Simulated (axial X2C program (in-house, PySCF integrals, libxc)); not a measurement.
# SnN: nuclear properties from DFT to coupled cluster

Computed with an axial X2C code built on PySCF integrals: two-component X2C with atomic mean-field Coulomb and Gaunt terms, Gaussian nuclei, basis Sn dyall-acv3z, N dyall-av3z with contracted cores.

R = 1.965 Å (near the PBE0 minimum at charge 0 of the determinant lowest at the starting distance; the state shown can have its own minimum elsewhere); state Ω = 3/2 (⟨Sz⟩ = 0.50, ⟨Lz⟩ = 1.00 at PBE0).

```json
{"level": "PBE0", "Eeff magnitude (GV/cm)": "0.477", "Ws magnitude Sn (kHz)": "0.215", "A∥/gI Sn (MHz)": "398", "qzz Sn (a.u.)": "-7.08", "A∥/gI N (MHz)": "28.5", "μ (D)": "-3.35"}
{"level": "HF", "Eeff magnitude (GV/cm)": "2", "Ws magnitude Sn (kHz)": "0.774", "A∥/gI Sn (MHz)": "635", "qzz Sn (a.u.)": "-6.00", "A∥/gI N (MHz)": "-0.79", "μ (D)": "-2.24"}
{"level": "B3LYP", "Eeff magnitude (GV/cm)": "0.274", "Ws magnitude Sn (kHz)": "0.145", "A∥/gI Sn (MHz)": "339", "qzz Sn (a.u.)": "-6.99", "A∥/gI N (MHz)": "44.9", "μ (D)": "-3.50"}
```

Eeff is the effective electric field on the electron electric dipole moment in this Ω state and Ws the scalar–pseudoscalar constant of the nucleus named (defined with the proton number Z and per Ω); A∥ (defined per Ω) follows by multiplying with gI = μI/(I μN); qzz is the electric field gradient, eQq0 = 234.96 MHz × Q/barn × qzz; μ is positive if the N end (last atom) is positive. The operators were transformed with the bare-nucleus X2C matrices; with these basis sets, hyperfine constants and field gradients can be off by tens of per cent, and where levels differ in sign neither size nor sign is settled.

Finite-field MP2, CCSD and CCSD(T), with 19 electrons correlated in 130 natural virtual spinors (MP2 remainder added):

```json
{"level": "MP2", "Eeff magnitude (GV/cm)": "0.0515", "Ws magnitude Sn (kHz)": "0.00942", "A∥/gI Sn (MHz)": "563", "qzz Sn (a.u.)": "-6.29", "A∥/gI N (MHz)": "2.32", "μ (D)": "-3.15"}
{"level": "CCSD", "Eeff magnitude (GV/cm)": "0.0353", "Ws magnitude Sn (kHz)": "0.0344", "A∥/gI Sn (MHz)": "288", "qzz Sn (a.u.)": "-6.91", "A∥/gI N (MHz)": "28.7", "μ (D)": "-3.38"}
{"level": "CCSD(T)", "Eeff magnitude (GV/cm)": "0.316", "Ws magnitude Sn (kHz)": "0.0941", "A∥/gI Sn (MHz)": "207", "qzz Sn (a.u.)": "-7.00", "A∥/gI N (MHz)": "40", "μ (D)": "-3.49"}
```

T1 = 0.051 (Lee–Taylor), a sign of multireference character. One unrestricted determinant, the lowest of a limited PBE0 search, is the reference; the functionals treat spin collinearly. The sign of Eeff is opposite to CCSD(T) at PBE0, HF, B3LYP, CCSD. Eeff spreads by more than a factor of two over the levels. Correlation of the inner shells is missing, which matters for properties at the nucleus. Number of frozen shells: Sn 4 s, 3 p, 1 d; N 1 s.

Q: By how much does correlation change each value, CCSD(T) against HF?

A: A∥/gI Sn -67 %; qzz Sn 17 %; A∥/gI N from -0.79 to 40, a change of sign; μ 56 %.
